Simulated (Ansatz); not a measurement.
H2Te, charge +1, doublet, geometry from GFN2-xTB (a state made from the parent by changing its charge; the spin is typed, not shown lowest) (all electrons, no relativity); HF/3-21G run with Ansatz (an electronic-structure program).

The Ansatz input:
Ansatz 0.2 input:
```yaml
crystal:
  periodic: [false, false, false]
  atoms:
    - {symbol: Te, position_ang: [-0.00025533, 0.04223806, 0.00196862]}
    - {symbol: H, position_ang: [-1.17931590, -1.10419009, -0.07625629]}
    - {symbol: H, position_ang: [1.19259301, -1.09218903, -0.02611171]}
basis:
  gaussian:
    orbitals: 3-21G.json
hamiltonian:
  xc: hf
total_charge: 1
magnetization: {spin_polarized: true, initial_magnetization: 1}
```
The basis file holds 3-21G in the JSON format of the Basis Set Exchange.

What the program printed (banner, timings and long lists left out):

```
Functional definition: HF
450 factors; integrals over basis functions are off by at most 1.9e-4 eV
mean field evaluation 1: about -179160.0015 eV, gradient 8.1e0 eV
mean field evaluation 2: about -179159.9982 eV, gradient 8.1e0 eV
mean field evaluation 4: about -179160.2592 eV, gradient 4.7e-1 eV
mean field evaluation 8: about -179160.2670 eV, gradient 6.7e-3 eV
mean field -179160.26698801 eV, -6584.0183726189 hartree, gradient 2.3e-5 eV, S^2 0.760611; 0 other end points of the search recorded, 0 dependent functions left out
reference -179160.26698801 eV, -6584.0183726189 hartree; 27, 26 occupied and 10, 11 virtual orbitals, 450 factors
Total energy: -179160.26698801 eV, -6584.0183726189 hartree
```
